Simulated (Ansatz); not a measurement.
AlN, charge +1, quartet, at a GFN2-xTB geometry of the parent state (such geometries of metal compounds can be far from the true shape) (a state made from the parent by changing its charge; the spin is typed, not shown lowest).

The Ansatz (a program for electronic structure) input:
Ansatz 0.2 input:
```yaml
crystal:
  periodic: [false, false, false]
  atoms:
    - {symbol: Al, position_ang: [-0.00000000, -0.00000000, -0.59733836]}
    - {symbol: N, position_ang: [0.00000000, 0.00000000, 1.10934267]}
basis:
  gaussian:
    orbitals: 6-31G__.json
total_charge: 1
magnetization: {spin_polarized: true, initial_magnetization: 3}
correlation: {method: mp2}
```
The basis file holds 6-31G** in the JSON format of the Basis Set Exchange.

### Question
What does this run give for the total energy, MP2 correlation energy, number of basis functions, SCF-reference <S^2>?

### Answer

total energy: -296.0977 Eh
MP2 correlation energy: -0.1180 Eh
number of basis functions: 34
SCF-reference <S^2>: 3.778
